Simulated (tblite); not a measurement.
Record of a relaxation.

Compound: C7H6N (doublet state).
Atom-mapped SMILES: `[H]/[N:7]=[C:6]/[C:5]1=[CH:8][C:2](=[CH2:1])[CH:3]=[CH:4]1` (hydrogens: H9, H10 on C1; H11 on C3; H12 on C4; H13 on N7; H14 on C8)
Bond orders are those of one Lewis drawing.

Computed with GFN2-xTB (tblite), gas phase: L-BFGS steps from a force-field or distance-geometry start until the largest atomic force falls under 0.01 eV/Å. 14 of its 52 geometries are shown.

Step 0: E = -566.3336 eV, largest atomic force 6.592 eV/Å
```
atom  x, y, z in Å  |  force x, y, z in eV/Å
C1     -2.411   -0.733    0.445   -1.841  -0.487   0.260
C2     -1.232   -0.177    0.192    1.128  -0.765   0.298
C3     -0.983    1.176   -0.230   -0.182   0.461  -0.239
C4      0.338    1.326   -0.366    0.355   0.120   0.097
C5      0.983    0.062   -0.003    5.128   1.532  -0.758
C6      2.376   -0.149   -0.037   -6.431   1.340   0.550
N7      3.541   -0.322   -0.062    2.644  -0.612  -0.595
C8      0.061   -0.840    0.333   -2.821  -1.470   0.601
H9     -2.506   -1.765    0.772    0.014   0.319  -0.105
H10    -3.341   -0.165    0.332    0.466  -0.353   0.060
H11    -1.748    1.928   -0.416    0.299  -0.386   0.089
H12     0.861    2.208   -0.657    0.255   0.220  -0.094
H13     3.842   -0.683   -0.959    1.125  -0.184  -0.114
H14     0.221   -1.866    0.633   -0.140   0.265  -0.050
```

Step 4: E = -566.7826 eV, largest atomic force 0.512 eV/Å
```
atom  x, y, z in Å  |  force x, y, z in eV/Å
C1     -2.444   -0.745    0.450   -0.066  -0.025   0.008
C2     -1.230   -0.199    0.204    0.121  -0.053   0.046
C3     -0.972    1.169   -0.232    0.034   0.029  -0.019
C4      0.351    1.338   -0.361    0.085   0.052   0.091
C5      1.030    0.085   -0.006   -0.175   0.400  -0.009
C6      2.333   -0.128   -0.034   -0.050   0.064  -0.161
N7      3.522   -0.330   -0.085    0.000  -0.077  -0.163
C8      0.029   -0.841    0.336   -0.290  -0.283   0.157
H9     -2.513   -1.764    0.772   -0.162  -0.117   0.045
H10    -3.342   -0.170    0.333   -0.140  -0.025   0.001
H11    -1.738    1.912   -0.413    0.159  -0.224   0.026
H12     0.874    2.223   -0.663    0.095   0.098  -0.030
H13     3.890   -0.688   -0.957    0.508  -0.046   0.045
H14     0.211   -1.862    0.634   -0.119   0.208  -0.036
```

Step 8: E = -566.8376 eV, largest atomic force 0.437 eV/Å
```
atom  x, y, z in Å  |  force x, y, z in eV/Å
C1     -2.460   -0.751    0.452    0.005   0.025  -0.003
C2     -1.236   -0.201    0.213   -0.124  -0.017   0.048
C3     -0.962    1.162   -0.229   -0.192   0.045   0.056
C4      0.357    1.361   -0.345    0.090  -0.085   0.022
C5      1.019    0.110    0.007    0.354  -0.256   0.014
C6      2.323   -0.121   -0.082   -0.122  -0.125  -0.249
N7      3.508   -0.344   -0.119    0.015   0.026   0.016
C8      0.014   -0.836    0.349    0.236   0.157  -0.011
H9     -2.548   -1.776    0.778   -0.025   0.111  -0.032
H10    -3.364   -0.181    0.334    0.016  -0.040  -0.012
H11    -1.726    1.884   -0.413   -0.233   0.185  -0.074
H12     0.889    2.239   -0.666   -0.088  -0.040   0.069
H13     3.993   -0.694   -0.938    0.057   0.047   0.116
H14     0.192   -1.852    0.637    0.013  -0.033   0.040
```

Step 12: E = -566.8621 eV, largest atomic force 0.159 eV/Å
```
atom  x, y, z in Å  |  force x, y, z in eV/Å
C1     -2.464   -0.749    0.453    0.000   0.024   0.011
C2     -1.240   -0.197    0.222    0.046   0.021   0.050
C3     -0.973    1.171   -0.219   -0.003  -0.021   0.018
C4      0.353    1.356   -0.335   -0.011  -0.016  -0.063
C5      1.033    0.104    0.010   -0.125   0.017  -0.096
C6      2.325   -0.145   -0.148   -0.011  -0.031  -0.025
N7      3.514   -0.346   -0.128   -0.018   0.015  -0.005
C8      0.021   -0.827    0.360   -0.081  -0.048  -0.014
H9     -2.570   -1.769    0.777    0.062  -0.006  -0.001
H10    -3.373   -0.190    0.330    0.027   0.064  -0.043
H11    -1.747    1.892   -0.423    0.095  -0.046   0.045
H12     0.881    2.237   -0.654   -0.051  -0.019   0.048
H13     4.053   -0.689   -0.912    0.045   0.029   0.050
H14     0.187   -1.848    0.645    0.024   0.017   0.026
```

Step 16: E = -566.8688 eV, largest atomic force 0.076 eV/Å
```
atom  x, y, z in Å  |  force x, y, z in eV/Å
C1     -2.466   -0.744    0.457   -0.013  -0.005   0.024
C2     -1.241   -0.195    0.236   -0.027  -0.030  -0.049
C3     -0.974    1.167   -0.211   -0.009   0.007   0.001
C4      0.348    1.347   -0.345    0.023   0.016  -0.019
C5      1.024    0.094   -0.012    0.003  -0.041  -0.018
C6      2.316   -0.158   -0.176   -0.015   0.014  -0.013
N7      3.506   -0.342   -0.132    0.042   0.011   0.028
C8      0.016   -0.831    0.358    0.019  -0.022  -0.012
H9     -2.562   -1.766    0.776   -0.025   0.000   0.010
H10    -3.369   -0.178    0.319    0.005   0.007   0.000
H11    -1.740    1.891   -0.415   -0.033   0.040   0.055
H12     0.869    2.237   -0.642    0.036   0.037  -0.050
H13     4.082   -0.680   -0.891   -0.002   0.017   0.018
H14     0.190   -1.845    0.655   -0.003  -0.052   0.024
```

Step 20: E = -566.8711 eV, largest atomic force 0.084 eV/Å
```
atom  x, y, z in Å  |  force x, y, z in eV/Å
C1     -2.468   -0.742    0.462    0.016   0.005  -0.028
C2     -1.242   -0.199    0.230    0.027   0.020   0.013
C3     -0.974    1.168   -0.210    0.004  -0.015  -0.015
C4      0.349    1.346   -0.353   -0.013  -0.026  -0.002
C5      1.022    0.086   -0.024    0.000   0.034  -0.007
C6      2.315   -0.160   -0.183    0.016  -0.003   0.014
N7      3.507   -0.336   -0.126    0.000   0.011  -0.008
C8      0.015   -0.838    0.353   -0.006   0.011  -0.040
H9     -2.565   -1.765    0.779   -0.039   0.017   0.011
H10    -3.367   -0.172    0.317   -0.006  -0.012   0.025
H11    -1.742    1.897   -0.398    0.030  -0.026   0.050
H12     0.871    2.240   -0.649   -0.017  -0.081  -0.012
H13     4.088   -0.673   -0.881    0.009   0.018   0.027
H14     0.190   -1.852    0.661   -0.020   0.047  -0.028
```

Step 24: E = -566.8737 eV, largest atomic force 0.054 eV/Å
```
atom  x, y, z in Å  |  force x, y, z in eV/Å
C1     -2.469   -0.740    0.463   -0.019  -0.004  -0.008
C2     -1.241   -0.202    0.227   -0.037   0.001   0.018
C3     -0.973    1.164   -0.210   -0.012   0.000   0.032
C4      0.348    1.338   -0.365   -0.008  -0.004  -0.014
C5      1.021    0.079   -0.043   -0.005  -0.024   0.006
C6      2.315   -0.163   -0.195    0.018   0.001   0.011
N7      3.508   -0.325   -0.119    0.020   0.017   0.027
C8      0.014   -0.845    0.337   -0.019   0.005   0.013
H9     -2.582   -1.759    0.786    0.013   0.007  -0.002
H10    -3.367   -0.166    0.319    0.003   0.019   0.023
H11    -1.740    1.901   -0.362    0.000   0.002  -0.020
H12     0.871    2.227   -0.663    0.009   0.000  -0.027
H13     4.109   -0.658   -0.859    0.022   0.002  -0.012
H14     0.184   -1.852    0.663    0.016  -0.020  -0.047
```

Step 27: E = -566.8747 eV, largest atomic force 0.047 eV/Å
```
atom  x, y, z in Å  |  force x, y, z in eV/Å
C1     -2.471   -0.739    0.461   -0.014   0.008   0.027
C2     -1.244   -0.203    0.228    0.036  -0.008   0.008
C3     -0.974    1.164   -0.207    0.027   0.017  -0.002
C4      0.346    1.334   -0.370    0.023  -0.009   0.010
C5      1.020    0.074   -0.047    0.013  -0.002  -0.008
C6      2.318   -0.163   -0.191   -0.027   0.000   0.016
N7      3.512   -0.318   -0.112   -0.015   0.000  -0.033
C8      0.011   -0.846    0.333    0.027  -0.018   0.017
H9     -2.584   -1.757    0.787    0.000  -0.031  -0.005
H10    -3.366   -0.161    0.325   -0.036   0.028   0.012
H11    -1.739    1.903   -0.354   -0.018   0.017  -0.027
H12     0.873    2.220   -0.673   -0.008   0.002  -0.019
H13     4.111   -0.653   -0.855   -0.002   0.024   0.040
H14     0.185   -1.854    0.654   -0.006  -0.028  -0.035
```

Step 31: E = -566.8763 eV, largest atomic force 0.060 eV/Å
```
atom  x, y, z in Å  |  force x, y, z in eV/Å
C1     -2.478   -0.735    0.466    0.037   0.019   0.036
C2     -1.245   -0.204    0.234   -0.008   0.006  -0.004
C3     -0.972    1.164   -0.200   -0.013  -0.021  -0.018
C4      0.348    1.326   -0.378   -0.009   0.013   0.007
C5      1.019    0.065   -0.058   -0.018   0.000   0.020
C6      2.319   -0.166   -0.193   -0.001  -0.010  -0.026
N7      3.514   -0.305   -0.107   -0.013   0.012   0.038
C8      0.010   -0.853    0.328   -0.016  -0.004  -0.017
H9     -2.592   -1.756    0.788   -0.011   0.036  -0.026
H10    -3.372   -0.148    0.339    0.047  -0.030   0.023
H11    -1.737    1.906   -0.344    0.030  -0.020  -0.014
H12     0.873    2.209   -0.694    0.001   0.001   0.002
H13     4.131   -0.637   -0.835   -0.007   0.010  -0.008
H14     0.183   -1.867    0.631   -0.017  -0.014  -0.011
```

Step 35: E = -566.8775 eV, largest atomic force 0.036 eV/Å
```
atom  x, y, z in Å  |  force x, y, z in eV/Å
C1     -2.476   -0.728    0.478   -0.014  -0.015  -0.004
C2     -1.244   -0.204    0.236   -0.001  -0.006  -0.011
C3     -0.971    1.162   -0.199    0.008   0.003  -0.003
C4      0.348    1.321   -0.383    0.009  -0.008  -0.006
C5      1.017    0.058   -0.063    0.010   0.000  -0.001
C6      2.317   -0.169   -0.195   -0.001   0.005  -0.009
N7      3.513   -0.294   -0.097    0.004  -0.009   0.009
C8      0.007   -0.860    0.321    0.001   0.001  -0.018
H9     -2.599   -1.751    0.784    0.008  -0.027   0.017
H10    -3.368   -0.142    0.354   -0.004   0.030   0.020
H11    -1.732    1.906   -0.340   -0.008  -0.002  -0.017
H12     0.873    2.200   -0.710    0.008   0.004   0.019
H13     4.137   -0.621   -0.820   -0.001   0.013   0.003
H14     0.178   -1.879    0.611   -0.018   0.012   0.003
```

Step 39: E = -566.8782 eV, largest atomic force 0.031 eV/Å
```
atom  x, y, z in Å  |  force x, y, z in eV/Å
C1     -2.478   -0.728    0.483    0.011   0.011  -0.015
C2     -1.246   -0.206    0.234    0.002   0.002  -0.019
C3     -0.969    1.160   -0.200   -0.014   0.000  -0.013
C4      0.350    1.318   -0.387   -0.010   0.009   0.012
C5      1.017    0.054   -0.066   -0.012  -0.004  -0.027
C6      2.317   -0.170   -0.200   -0.008  -0.005   0.027
N7      3.512   -0.291   -0.089    0.002  -0.004  -0.013
C8      0.005   -0.863    0.312    0.000  -0.006   0.001
H9     -2.601   -1.753    0.786    0.000   0.029   0.004
H10    -3.365   -0.131    0.370   -0.001  -0.017   0.026
H11    -1.731    1.905   -0.344   -0.003   0.002  -0.009
H12     0.875    2.197   -0.712    0.002  -0.003   0.017
H13     4.142   -0.609   -0.811    0.023   0.004   0.000
H14     0.170   -1.882    0.601    0.008  -0.015   0.008
```

Step 43: E = -566.8790 eV, largest atomic force 0.026 eV/Å
```
atom  x, y, z in Å  |  force x, y, z in eV/Å
C1     -2.478   -0.725    0.487   -0.009   0.009   0.012
C2     -1.247   -0.208    0.226   -0.011  -0.003  -0.006
C3     -0.970    1.158   -0.205    0.004  -0.005  -0.010
C4      0.349    1.314   -0.389    0.010  -0.011  -0.010
C5      1.014    0.047   -0.078    0.003  -0.015   0.021
C6      2.317   -0.173   -0.200   -0.010   0.001  -0.003
N7      3.512   -0.287   -0.082    0.009   0.011   0.017
C8      0.002   -0.870    0.298   -0.010  -0.005  -0.013
H9     -2.603   -1.750    0.791    0.005   0.011   0.005
H10    -3.363   -0.121    0.398   -0.014  -0.009   0.000
H11    -1.730    1.904   -0.350   -0.003   0.002   0.002
H12     0.879    2.192   -0.710   -0.001   0.013   0.009
H13     4.155   -0.590   -0.798    0.008  -0.009  -0.014
H14     0.161   -1.891    0.590    0.020   0.010  -0.009
```

Step 47: E = -566.8792 eV, largest atomic force 0.015 eV/Å
```
atom  x, y, z in Å  |  force x, y, z in eV/Å
C1     -2.479   -0.723    0.489   -0.002   0.000   0.003
C2     -1.248   -0.209    0.221    0.001  -0.001  -0.002
C3     -0.969    1.157   -0.210   -0.001  -0.003  -0.002
C4      0.351    1.313   -0.390   -0.003   0.006   0.004
C5      1.014    0.045   -0.076    0.001   0.011  -0.009
C6      2.317   -0.173   -0.196    0.007  -0.006  -0.002
N7      3.513   -0.286   -0.079   -0.002   0.001  -0.010
C8      0.000   -0.872    0.293    0.005   0.004   0.001
H9     -2.602   -1.748    0.794   -0.003  -0.002   0.011
H10    -3.365   -0.121    0.405   -0.007   0.000  -0.006
H11    -1.730    1.903   -0.355    0.011  -0.003  -0.001
H12     0.880    2.193   -0.705    0.001  -0.004   0.005
H13     4.154   -0.588   -0.799   -0.008   0.002   0.012
H14     0.163   -1.891    0.586    0.000  -0.005  -0.005
```

Step 51: E = -566.8793 eV, largest atomic force 0.010 eV/Å
```
atom  x, y, z in Å  |  force x, y, z in eV/Å
C1     -2.480   -0.723    0.491    0.003  -0.003  -0.002
C2     -1.249   -0.210    0.220    0.001   0.001   0.002
C3     -0.969    1.156   -0.211    0.001   0.003   0.001
C4      0.351    1.312   -0.391    0.003  -0.003  -0.002
C5      1.014    0.044   -0.079   -0.002  -0.007   0.003
C6      2.317   -0.175   -0.199   -0.007   0.007  -0.001
N7      3.512   -0.284   -0.079    0.000   0.001   0.008
C8     -0.001   -0.873    0.291   -0.003  -0.003  -0.001
H9     -2.603   -1.746    0.797   -0.001   0.002   0.010
H10    -3.367   -0.120    0.407    0.007  -0.003  -0.005
H11    -1.728    1.903   -0.354   -0.005   0.004  -0.002
H12     0.881    2.193   -0.704    0.001   0.003   0.001
H13     4.158   -0.586   -0.795    0.003  -0.004  -0.005
H14     0.163   -1.892    0.583    0.000   0.000  -0.007
```

Problem. Summarise the path.

Solution. The energy falls by 12.58 kcal/mol from step 0 to step 51; nine tenths of that is first reached at step 7. It rises by more than 0.2 meV at step 1. The largest force goes from 6.592 to 0.010 eV/Å. Among the bonds C5=C8 changes most, from 1.333 to 1.417 Å; the atoms move by 0.127 Å rms after alignment.

Problem. Follow the three bonds and two angles with the largest change from start to end.

Solution. 
```csv
step,E above end (kcal/mol),largest force (eV/Å),C5=C8 (Å),C5–C6 (Å),C2–C8 (Å),C6–N7–H13 (°),C5–C6–N7 (°)
0,12.58,6.592,1.333,1.409,1.460,111.4,179.7
2,3.61,0.932,1.430,1.334,1.409,113.1,178.7
4,2.23,0.512,1.406,1.320,1.419,117.0,178.7
7,1.21,0.359,1.416,1.322,1.410,123.3,178.8
9,0.71,0.430,1.424,1.331,1.411,124.3,175.2
11,0.44,0.120,1.420,1.328,1.416,124.3,172.3
13,0.35,0.158,1.416,1.324,1.415,125.1,171.7
16,0.24,0.076,1.417,1.326,1.413,125.9,170.5
18,0.22,0.068,1.418,1.327,1.415,125.5,170.4
20,0.19,0.084,1.418,1.326,1.415,125.5,170.1
22,0.15,0.073,1.418,1.325,1.415,125.9,169.6
24,0.13,0.054,1.418,1.326,1.414,125.9,169.4
27,0.11,0.047,1.418,1.327,1.414,125.5,169.6
29,0.09,0.059,1.418,1.327,1.415,125.7,169.7
31,0.07,0.060,1.418,1.327,1.416,126.3,169.5
33,0.05,0.052,1.418,1.326,1.415,126.5,169.1
35,0.04,0.036,1.417,1.327,1.415,126.0,168.9
38,0.03,0.036,1.417,1.327,1.415,125.6,168.3
40,0.02,0.043,1.417,1.326,1.415,125.9,168.1
42,0.01,0.033,1.417,1.327,1.415,126.2,168.2
44,0.01,0.024,1.417,1.327,1.415,126.1,168.4
47,0.00,0.015,1.417,1.327,1.415,126.0,168.5
49,0.00,0.011,1.417,1.327,1.415,126.1,168.4
51,0.00,0.010,1.417,1.327,1.415,126.1,168.3
```

The cost below is that of the whole relaxation. The run took 0.23 s of wall time on one thread, Arm Neoverse V2 (aarch64), shared host with 32 logical CPUs at a one-minute load of 24.
